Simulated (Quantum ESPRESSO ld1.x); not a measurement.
Problem. All-electron atom: Si2+ in [Ne] 3s1.5 3d0.5 (fractional occupations, a model configuration). Method: non-relativistic Kohn-Sham, LDA (Slater exchange, VWN5 correlation), spin-polarised, spherical densities, point nucleus; open shells are filled with parallel spins first; computed with ld1.x of Quantum ESPRESSO 7.5. Some entries of the table are withheld. Estimate them.

orbital,occ.,eigenvalue (Ry),<1/r> (bohr^-1)
1s up,1,-132.168,13.53
1s down,1,-132.161,13.53
2s up,1,-11.8763,2.563
2s down,1,-11.8647,2.565
2p up,3,-8.76159,2.462
2p down,3,-8.74972,2.465
3s up,1,-2.21744,0.7086
3s down,0.5,-2.12542,0.7074
3d up,0.5,(1),0.4227
3d down,0,(2),0.4086

Solution. 
(1) 3d up eigenvalue (Ry): -0.88437
(2) 3d down eigenvalue (Ry): -0.81319
